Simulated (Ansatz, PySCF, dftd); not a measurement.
Species: H4BSiO, charge 0, doublet. H4BSiO (SMILES O[B][SiH3], doublet).
B3LYP-D3(BJ)/def2-TZVP minimum from Ansatz (a program for electronic structure):
```xyz
7

B     -0.7207    -0.0531    -0.5749
O     -1.1873     1.1578    -0.8816
H     -1.9438     1.1776    -1.4811
Si     0.8168    -0.5656     0.6186
H      1.5624     0.5481     1.2690
H      1.7706    -1.3523    -0.2014
H      0.2774    -1.4511     1.6798
```
Charge 0, spin multiplicity 2.

Quantity: enthalpy of formation at 298 K (by atomisation, with rigid-rotor harmonic-oscillator terms from PySCF's Hessian at B3LYP-D3(BJ)/def2-TZVP and the atoms' measured values of the G2/97 table; no spin-orbit terms), in kJ/mol. Open shells are spin-unrestricted; no spin-orbit coupling. Cores are frozen in correlated methods. Rows without X2C or -DK are non-relativistic. CBS(X,Y): correlation extrapolated as X^-3, Hartree-Fock from the larger set. A bracket is a step between two methods taken in the basis named. Functionals run without relativity, which enters their misses. Double hybrids freeze cores in their MP2 part. '+ core + X2C': CCSD(T) terms for core correlation (cc-pwCVTZ, 1s frozen past Ne) and scalar relativity (cc-pVTZ-DK). For partners of very few electrons the exact lower level stands in for a higher one.

```json
[
 {"level": "HF/cc-pV(D+d)Z", "program": "Ansatz", "enthalpy of formation at 298 K (kJ/mol)": "585.6", "difference against the last row": "603.4"},
 {"level": "HF/cc-pV(Q+d)Z", "program": "Ansatz", "enthalpy of formation at 298 K (kJ/mol)": "536.8", "difference against the last row": "554.6"},
 {"level": "B2PLYP-D4/def2-TZVPD", "program": "Ansatz + dftd4", "enthalpy of formation at 298 K (kJ/mol)": "4.8", "difference against the last row": "22.6"},
 {"level": "MP2/cc-pV(T+d)Z", "program": "Ansatz", "enthalpy of formation at 298 K (kJ/mol)": "22.0", "difference against the last row": "39.8"},
 {"level": "CCSD(T)/cc-pV(D+d)Z", "program": "Ansatz", "enthalpy of formation at 298 K (kJ/mol)": "169.1", "difference against the last row": "186.9"},
 {"level": "CCSD(T)/cc-pV(Q+d)Z", "program": "Ansatz", "enthalpy of formation at 298 K (kJ/mol)": "8.8", "difference against the last row": "26.6"},
 {"level": "CCSD(T)/CBS(cc-pV(T+d)Z,cc-pV(Q+d)Z) + core + X2C", "program": "Ansatz", "enthalpy of formation at 298 K (kJ/mol)": "-15.3", "difference against the last row": "2.5"},
 {"level": "CCSDT(Q)/cc-pV(D+d)Z", "program": "Ansatz", "enthalpy of formation at 298 K (kJ/mol)": "166.6", "difference against the last row": "184.4"},
 {"level": "CCSD(T)/CBS(cc-pV(T+d)Z,cc-pV(Q+d)Z) + [CCSDT(Q) - CCSD(T)]/cc-pV(D+d)Z + core + X2C", "program": "Ansatz", "enthalpy of formation at 298 K (kJ/mol)": "-17.8", "difference against the last row": "0.0"}
]
```
